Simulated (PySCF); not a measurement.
# PdCl₂: from structure and modes to constants

These are results of PBE0/[Pd def2-TZVP with ECP28, Cl def2-TZVP], scalar-relativistic core potentials, density fitting, no spin–orbit coupling, PySCF, not measurements.

The singlet minimum has C2v symmetry. Masses (u): Pd 105.90348, Cl 34.96885.

```xyz
3
charge 0 multiplicity 1, angstrom
Pd    0.0000    0.0000   -0.5553
Cl    1.6429    0.0000    0.8568
Cl   -1.6429    0.0000    0.8568
```

Harmonic wavenumbers (cm⁻¹): 109.7 (a1, ×1), 399.7 (b2, ×1), 405.8 (a1, ×1).

Question: Find the principal moments of inertia and the rotational constants. What kind of rotor is it?

Answer: About the centre of mass I = 83.984, 188.77, 272.75 u Å². With B = 16.8576/I this gives 0.2007, 0.0893, 0.06181 cm⁻¹. The molecule is an asymmetric top with κ = -0.60.

Question: What is the harmonic zero-point energy?

Answer: Half the sum of all 3 wavenumbers, 915/2 = 458 cm⁻¹, which is 5.5 kJ/mol (1 cm⁻¹ = 0.0119627 kJ/mol).

Question: Find the vibrational entropy and heat capacity at 298.15 K.

Answer: With u = 1.43878 ω/T, each mode gives S = R[u/(eᵘ−1) − ln(1−e⁻ᵘ)] and C = R u² eᵘ/(eᵘ−1)².
```csv
ω (cm⁻¹),u,S (J/(mol K)),C (J/(mol K))
109.7,0.530,13.70,8.12
399.7,1.929,4.03,6.15
405.8,1.958,3.94,6.10
```
The sums over all modes are S = 21.7 and C = 20.4 J/(mol K); the softest mode gives 63 % of the entropy.

Question: Give the standard entropy (298.15 K, 1 bar) by its translational, rotational, vibrational and spin parts, and Cp.

Answer: Sackur–Tetrode with M = 175.84 u gives 173.3; rotation with symmetry number 2 gives 106.3; vibration 21.7; spin R ln 1 = 0.0. The total is 301.3 J/(mol K), and Cp = 4 R + 20.4 = 53.6 J/(mol K).

Only a few start shapes were tried, so a lower isomer may exist.
